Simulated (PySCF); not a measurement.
Radial density of Co⁺ (cobalt, charge +1)

MN15, [Ar] 3d7 4s1, high-spin 5F determinant (an excited configuration). Computed with PySCF 2.14 in def2-TZVPPD (6s6p4d2f1g, 67 functions), with no relativity, point nucleus.

| r (bohr) | 4πr²ρ (e/bohr) | 4πr²(ρα − ρβ) |
| --- | --- | --- |
| 0.000793 | 0.1010 | 0.0000 |
| 0.00133 | 0.2784 | 0.0001 |
| 0.00224 | 0.7482 | 0.0003 |
| 0.00378 | 1.951 | 0.0008 |
| 0.00635 | 4.801 | 0.0020 |
| 0.0107 | 10.77 | 0.0043 |
| 0.0180 | 20.61 | 0.0078 |
| 0.0302 | 30.53 | 0.0090 |
| 0.0508 | 31.02 | 0.0014 |
| 0.0855 | 25.36 | -0.0011 |
| 0.144 | 33.60 | 0.1040 |
| 0.242 | 30.70 | 0.5960 |
| 0.407 | 14.47 | 1.9661 |
| 0.684 | 18.57 | 2.9759 |
| 1.15 | 8.249 | 1.7866 |
| 1.94 | 1.630 | 0.7917 |
| 3.26 | 0.3853 | 0.3166 |
| 5.48 | 0.01639 | 0.0162 |
| 9.22 | 7.635e-05 | 0.0001 |
